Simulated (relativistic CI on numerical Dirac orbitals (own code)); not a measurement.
# Calculated levels, Au LXXII

Computed by Dirac-Coulomb-Breit CI, orbitals from a KLI potential per configuration, model QED (radiative potential, 1s self-energy scaled to tabulated hydrogen-like ionisation energies), unscaled Slater integrals (own radial code, finite nucleus).

Configurations in the expansion (outside the closed core 1s2): 2s2.2p4, 2s.2p5, 2p6, 2p5.3s, 2s2.2p3.3s, 2p5.3p, 2s2.2p3.3p, 2p5.3d, 2s2.2p3.3d, 2s.2p4.3s, 2s.2p4.3p, 2s.2p4.3d, 2s2.2p3.4s, 2s2.2p3.4p, 2s2.2p3.4d, 2s2.2p3.4f, 2s2.2p2.3s2, 2s2.2p2.3s.3p, 2s.2p4.4s, 2s2.2p3.5s, 2s2.2p2.3s.3d, 2s.2p4.4p, 2s2.2p3.5p, 2s2.2p2.3p2, 2s2.2p3.5d, 2s2.2p3.5f, 2s2.2p3.5g, 2s.2p4.4d, 2s.2p4.4f, 2s2.2p2.3p.3d, 2s.2p3.3s2, 2s2.2p2.3d2, 2s.2p3.3s.3p, 2s.2p3.3s.3d, 2s.2p3.3p2, 2s.2p3.3p.3d. Levels of other configurations are missing.

The lowest level is 2s2.2p4 3P_2, with 68 % of that term; Hund's rules for 2s2.2p4 give 3P with J = 2, in agreement.

```tsv
No.	Configuration	Term	J	E (10³ cm⁻¹)	%	Lifetime (s)
1	2s2.2p4	3P	2	0	68	
2	2s2.2p4	1S	0	544	65	9.32e-03
3	2s2.2p4	3P	1	15313	100	1.42e-11
4	2s2.2p4	1D	2	15465	68	3.20e-11
5	2s.2p5	3P°	2	18969	100	5.23e-14
6	2s.2p5	1P°	1	19722	63	2.12e-14
7	2s2.2p4	3P	0	31024	65	4.27e-12
8	2s.2p5	3P°	0	34394	100	2.62e-14
9	2s.2p5	3P°	1	34718	63	2.45e-14
10	2p6	1S	0	39029	99	1.29e-14
11	2p3(2P°).3s	3P°	2	79555	49	6.18e-15
12	2p3(2P°).3s	1P°	1	79636	33	2.65e-15
13	2p3(2P°).3p	3P	1	80651	33	4.52e-13
14	2p3(2P°).3p	3D	2	80661	26	2.78e-13
15	2p3(2P°).3p	3D	3	85040	51	2.22e-13
16	2p3(4S°).3p	3P	1	85045	34	2.22e-13
17	2p3(2P°).3p	3P	2	85304	45	2.35e-13
18	2p3(2D°).3p	3P	0	85539	69	1.20e-13
19	2p3(2P°).3d	3D°	2	86094	33	5.16e-15
20	2p3(2P°).3d	3F°	3	86164	27	1.93e-14
21	2p3(2P°).3d	3D°	1	86198	36	1.85e-15
22	2p3(2P°).3d	3P°	0	86238	65	4.66e-13
23	2p3(2P°).3d	3F°	4	87183	52	3.76e-12
24	2p3(4S°).3d	3D°	2	87289	34	7.34e-16
25	2p3(2P°).3d	3D°	3	87426	48	3.27e-16
26	2p3(4S°).3d	3D°	1	87542	32	4.87e-16
27	2p3(4S°).3s	5S°	2	94733	55	1.11e-14
28	2p3(4S°).3s	3S°	1	94842	55	2.51e-15
29	2p3(2D°).3s	3D°	3	94932	100	8.58e-15
30	2p3(2D°).3s	1D°	2	95013	67	2.75e-15
31	2p3(2P°).3s	3P°	0	95419	100	5.99e-15
32	2p3(2P°).3s	3P°	1	95448	67	4.36e-15
33	2p3(4S°).3p	5P	1	95798	46	8.41e-13
34	2p3(2D°).3p	3F	2	95864	34	4.75e-13
35	2p3(2D°).3p	3F	3	95998	44	3.46e-13
36	2p3(2D°).3p	3P	2	96374	50	2.31e-13
37	2p3(2P°).3p	3D	1	96468	74	4.16e-13
38	2p3(2P°).3p	3P	0	96910	65	2.43e-13
39	2s.2p4(3P)<4P>.3s	5P	3	97868	69	1.69e-14
40	2s.2p4(3P)<4P>.3s	3P	2	98143	58	3.05e-15
41	2s.2p4(1S)<2S>.3s	3S	1	98852	64	5.41e-15
42	2s.2p4(1D)<2D>.3s	3D	1	98923	34	2.69e-15
43	2s.2p4(3P)<2P>.3s	3P	2	98988	57	1.07e-14
44	2s.2p4(3P)<4P>.3p	5P°	2	99034	30	3.52e-15
45	2s.2p4(3P)<4P>.3p	3D°	3	99042	41	1.44e-15
46	2s.2p4(1S)<2S>.3s	1S	0	99192	65	5.63e-15
47	2s.2p4(1S)<2S>.3p	3P°	1	99981	50	1.38e-15
48	2s.2p4(1S)<2S>.3p	3P°	0	99988	76	4.13e-14
49	2s.2p4(3P)<2P>.3p	3P°	1	99988	32	1.28e-15
50	2s.2p4(3P)<2P>.3p	3D°	2	100003	30	2.05e-15
51	2p3(4S°).3p	5P	3	100226	55	2.07e-13
52	2p3(4S°).3p	3P	0	100230	100	1.82e-13
53	2p3(4S°).3p	3P	2	100252	39	1.41e-13
54	2p3(2D°).3p	1P	1	100368	50	1.26e-13
55	2p3(2D°).3p	3F	4	100407	100	1.78e-13
56	2p3(2D°).3p	3D	3	100413	71	1.99e-13
57	2p3(2D°).3p	3P	1	100738	76	1.13e-13
58	2p3(2D°).3p	1D	2	100828	50	1.28e-13
59	2p3(2P°).3p	3P	1	101020	51	2.18e-13
60	2p3(2P°).3p	3D	2	101025	41	1.75e-13
61	2p3(4S°).3d	5D°	1	101341	47	3.42e-15
62	2p3(2D°).3d	3F°	2	101354	41	4.53e-15
63	2p3(4S°).3d	5D°	0	101364	55	1.92e-15
64	2p3(2D°).3d	3G°	3	101402	42	2.29e-15
65	2p3(2D°).3d	3G°	4	101515	50	4.94e-13
66	2p3(2D°).3d	3F°	3	101657	40	4.80e-16
67	2p3(2D°).3d	3D°	2	101682	37	4.51e-16
68	2p3(2D°).3d	3P°	1	101739	45	3.85e-16
69	2p3(2P°).3d	3F°	2	102004	70	9.61e-15
70	2p3(2P°).3d	3D°	1	102207	48	4.31e-16
```

Energies count from the lowest computed level; ° marks odd parity; lifetimes are radiative, by E1, M1, E2, M2 decay to levels of this space only. Percentages are summed over parent terms; the parents shown are those of the largest component, closed shells are left out there, and <> holds an intermediate term.

The mean weight of the leading LS term, summed over parents, in these 70 levels is 56 %, and that of the leading jj configuration (from the same eigenvectors) 100 %, so jj coupling describes them better and the LS labels are nominal.

At this charge energies of transitions that change n are usually good to better than 1 %, and those within a shell (Δn = 0) to a few per cent.

LS names give the leading component of a level, which can be under half, so a name can repeat, a term be missing and a line seem to break the LS rules.
